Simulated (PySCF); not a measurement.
**How methods differ on the ionisation energy of Sc⁹⁺**

Sc⁹⁺ [Ne] 3s2 → Sc¹⁰⁺ [Ne] 3s1 [3s1/2^1, M_J = 1/2], as a difference of total energies. All numbers are calculated (PySCF 2.14, the two-component X2C-1e Hamiltonian, in an even-tempered Gaussian basis (19 s from 0.53 bohr⁻², ratio 2.4; 13 p from 0.69 bohr⁻², ratio 2.4; 5 d from 2.8 bohr⁻², ratio 2.6; 4 f from 4.2 bohr⁻², ratio 2.6)). Correlated levels: 1s2 frozen; the 50 highest virtual spinors dropped. "Screened" scales the spin-orbit matrix elements by Boettger's factors to mimic the two-electron term; Breit and QED terms are absent.

| method | ionisation energy (eV) |
| --- | --- |
| GHF (screened spin-orbit) | 222.90 |
| GMP2 (screened spin-orbit) | 224.83 |

Task: How much does correlation contribute at GMP2 (screened spin-orbit)?

Result: 224.83 − (222.90) = 1.93 eV, measured against GHF (screened spin-orbit).

For comparison: 225.18 ± 0.05 eV (semi-empirical (NIST evaluation); NIST Atomic Spectra Database, ionization energies).
